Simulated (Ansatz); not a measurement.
`[NH2][Ga]([SH])[SH]` and `[NH2][In]([SH])[SH]` differ in one element.

Ansatz, PBE0-D4/def2-TZVP geometries, multiplicity 1. Each molecule was computed in one conformer, which needn't be the lowest.

Elements past krypton have def2 core potentials. Scalar relativity is left out up to krypton.

```
                                                                                  property  `[NH2][Ga]([SH])[SH]`
                                                        HOMO energy (PBE0/def2-TZVPP) / eV                  -7.35
ideal-gas entropy at 298 K and 1 bar (rigid rotor, harmonic PBE0-D4/def2-TZVP) / J/(mol·K)                    376
                                                     HOMO–LUMO gap (B3LYP/def2-TZVPP) / eV                   6.35
                                        size of the dipole moment (ωB97M-V/def2-TZVPP) / D                   0.56
                                                        LUMO energy (PBE0/def2-TZVPP) / eV                  -0.43
                                                      HOMO–LUMO gap (PBE0/def2-TZVPP) / eV                   6.92
```

**Question.** Give the same properties after the change, and the shifts. (Estimate.)

**Answer.** Ansatz gave: 
| property | `[NH2][In]([SH])[SH]` | shift |
| --- | --- | --- |
| HOMO energy (PBE0/def2-TZVPP) / eV | -7.36 | -0.01 |
| ideal-gas entropy at 298 K and 1 bar (rigid rotor, harmonic PBE0-D4/def2-TZVP) / J/(mol·K) | 382 | 6 |
| HOMO–LUMO gap (B3LYP/def2-TZVPP) / eV | 5.45 | -0.90 |
| size of the dipole moment (ωB97M-V/def2-TZVPP) / D | 1.02 | 0.46 |
| LUMO energy (PBE0/def2-TZVPP) / eV | -1.35 | -0.92 |
| HOMO–LUMO gap (PBE0/def2-TZVPP) / eV | 6.01 | -0.91 |

Dipoles are sizes alone; their direction can turn.

B3LYP here is the variant with VWN-RPA as its local correlation; programs differ in this.
